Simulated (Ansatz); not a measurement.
This geometry of C2H3BF (7 atoms, charge 0, multiplicity 2) is a first-order saddle point.

Computed with UKS PBE0/def2-SVP in Ansatz.

```xyz
7
Properties=species:S:1:pos:R:3
B -1.136 0.784 -0.654
C -0.165 0.007 -0.119
C 0.740 -0.919 0.425
F 0.710 -1.198 1.727
H -1.893 1.573 -1.113
H 0.182 1.162 -0.162
H 1.562 -1.409 -0.104
```

(1) Which two structures does it join? (They come from a converged band through this point; their orientation in space is the band's.)

(2) How far does it lie above each of them?

Answers

(1) No bond is made or broken.

First end point:

```xyz
7
Properties=species:S:1:pos:R:3
B -0.946 0.446 -1.084
C -0.057 0.374 0.143
C 0.600 -0.772 0.394
F 1.394 -0.936 1.430
H -1.619 1.355 -1.501
H 0.092 1.200 0.853
H 0.537 -1.668 -0.234
```

Last end point:

```xyz
7
Properties=species:S:1:pos:R:3
B -1.167 0.649 -0.712
C -0.042 0.425 0.216
C 0.655 -0.713 0.458
F 0.425 -1.819 -0.252
H -1.504 1.030 -1.795
H 0.207 1.276 0.866
H 1.426 -0.848 1.221
```

(2) 0.81 eV above the first and 0.69 eV above the second. This is the barrier of this one path; another mechanism may lie lower.

Run time: 3.3 min on 2 threads of Intel(R) Xeon(R) Platinum 8488C (Sapphire Rapids) (shared host), peak memory 0.19 GiB.
